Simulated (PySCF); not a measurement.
C₉H₁₀O.
Cartesian coordinates in Å at the GFN2-xTB level; atoms count from 1:
```
atom  x, y, z in Å
C1     2.786   -0.288    0.173
C2     1.775    0.594    0.909
C3     0.423    0.490    0.263
C4     0.047    1.367   -0.749
C5    -1.185    1.251   -1.373
C6    -2.063    0.254   -0.996
C7    -1.702   -0.638    0.013
C8    -2.618   -1.706    0.427
O9    -2.401   -2.518    1.291
C10   -0.460   -0.512    0.633
H11    2.466   -1.327    0.195
H12    2.874    0.022   -0.866
H13    3.765   -0.214    0.640
H14    2.117    1.631    0.888
H15    1.710    0.275    1.950
H16    0.725    2.153   -1.049
H17   -1.458    1.946   -2.155
H18   -3.027    0.161   -1.475
H19   -3.574   -1.717   -0.136
H20   -0.204   -1.213    1.414
```

Definitions: NICS(0) = −σiso at the ring centroid; NICS(1) = −σiso and NICS(1)zz = −σzz at ±1 Å along the ring normal z. Level: GIAO PBE0/pcSseg-1 (PySCF, non-relativistic, gas phase) on the GFN2-xTB geometry, one conformer.

Ring bond lengths (Å), with Mayer bond orders in brackets: C3–C4 1.391 (1.39), C4–C5 1.386 (1.44), C5–C6 1.381 (1.44), C6–C7 1.394 (1.35), C7–C10 1.395 (1.35), C10–C3 1.385 (1.40).

Give the NICS values of each ring in ppm.

| ring | type | NICS(0) | NICS(1), two faces | NICS(1)zz, two faces | rms pucker (Å) | centre to ring atoms, mean (Å) |
| --- | --- | --- | --- | --- | --- | --- |
| C3–C4–C5–C6–C7–C10 | 6-membered carbocycle; formal bonds all aromatic | -8.2 | -11.2 / -11.3 | -26.8 / -27.5 | 0.00 | 1.39 |

What can be read from them?

- C3–C4–C5–C6–C7–C10: mean NICS(1)zz -27.2 ppm, shielded, aromatic by this magnetic criterion (flat ring, no four-coordinate atom).

And the bond-length index? HOMA takes Krygowski's 1993 parameters.

- C3–C4–C5–C6–C7–C10: HOMA 0.99 = 1 − EN − GEO, with mean bond length 1.389 Å, EN = α(Ropt − mean)² = 0.000 and GEO = α × variance = 0.006. The geometric and the magnetic index point the same way.

Give the inner angles of the rings and the Hirshfeld charges of the ring atoms.

- C3–C4–C5–C6–C7–C10: C3 118.5° (+0.016 e), C4 121.0° (-0.037 e), C5 120.1° (-0.047 e), C6 119.7° (-0.043 e), C7 119.6° (-0.022 e), C10 121.0° (-0.036 e); sum 720.0° against 720° for a flat convex ring.

How shielded are the nuclei of the rings and their hydrogens (means over atoms taken as equivalent)?

```
atoms                  environment  σ isotropic (ppm)  principal values of the symmetric part, first atom (ppm)
   C3  substituted aromatic carbon               34.4                                       -59.6, -12.9, 175.5
   C4           aromatic CH carbon               46.9                                        -59.5, 37.5, 162.7
   C5           aromatic CH carbon               52.5                                        -56.8, 37.8, 176.6
   C6           aromatic CH carbon               50.0                                        -49.8, 22.9, 176.8
   C7  substituted aromatic carbon               45.7                                        -43.8, 14.2, 166.7
  C10           aromatic CH carbon               53.4                                        -47.0, 31.4, 175.9
  H16            aromatic hydrogen              24.00                                          20.5, 22.6, 28.9
  H17            aromatic hydrogen              23.92                                          20.5, 24.4, 26.9
  H18            aromatic hydrogen              23.99                                          21.5, 24.2, 26.3
  H20            aromatic hydrogen              23.30                                          18.8, 22.2, 28.8
```
